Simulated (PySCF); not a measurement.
## Basis-set dependence of ZnF⁺ at MP2

PySCF, RHF reference; singlet, unpaired electrons none; De to Zn⁺ + F without counterpoise correction. Frozen cores follow the default of each basis and core potential.

```
      basis     relativity  functions  Re (Å)  ωe (cm⁻¹)  De (eV)  frozen orbitals
 x2c-SVPall  spin-free X2C         50   1.726        724     2.95                6
  def2-SVPD  no relativity         57   1.727        721     3.47                6
def2-TZVPPD  no relativity        107   1.706        735     3.15                6
```

Task: How does each smaller set differ from the one with most functions, def2-TZVPPD?

Result: x2c-SVPall: +2.0 pm, -1.5 % in ωe, -0.20 eV in De; def2-SVPD: +2.1 pm, -1.9 % in ωe, +0.32 eV in De. All at MP2; the set with most functions is neither the basis-set limit nor always the best. The rows treat relativity differently, so the differences are not basis effects alone.

Correlated steps freeze 6 core orbitals. Correlated levels converge slowly with the basis: in double zeta they bind strong bonds too weakly, by up to about 1 eV, and carry superposition errors of some tenths. For an ion De counts to the pair picked by the measured ionisation energies or electron affinities, which need not be the lowest pair at this level. Where the molecule has an RHF reference, its open-shell atoms are computed with UHF.
